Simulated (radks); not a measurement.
Ta LX, configuration [Ne] 3s2 3p2. Calculated with a radial shooting solver on a logarithmic mesh with Libxc functionals: scalar-relativistic Kohn-Sham, LB94 model potential, spin-polarised, spherical densities, finite nucleus; open shells are filled with parallel spins first (spin-orbit coupling, left out, can overturn this in heavy ions); Fermi nuclear charge, rms radius 5.3507 fm. Some entries of the table are withheld. Estimate them.

orbital  occ.  eigenvalue (hartree)  <r> (bohr)  <r^2> (bohr^2)
1s up       1             -2658.598     0.01863       0.0004770
1s down     1             -2658.595     0.01863       0.0004769
2s up       1             -595.2299     0.07791        0.007164
2s down     1             -595.1744     0.07795        0.007171
2p up       3             -543.9229     0.06941        0.005864
2p down     3             -543.7483     0.06946        0.005872
3s up       1             -240.8545      0.1883         0.04038
3s down     1             -240.3073      0.1880         0.04030
3p up       2             -225.6787      0.1845         0.03933
3p down     0             -225.1884      0.1842         0.03922
3d up       0             -212.3884      0.1623         0.03034
3d down     0             -212.2218      0.1619         0.03017
4s up       0             -129.4488         (1)          0.1368
4s down     0             -129.1418         (2)          0.1371

Answer. 
(1) 4s up <r> (bohr): 0.3485
(2) 4s down <r> (bohr): 0.3489
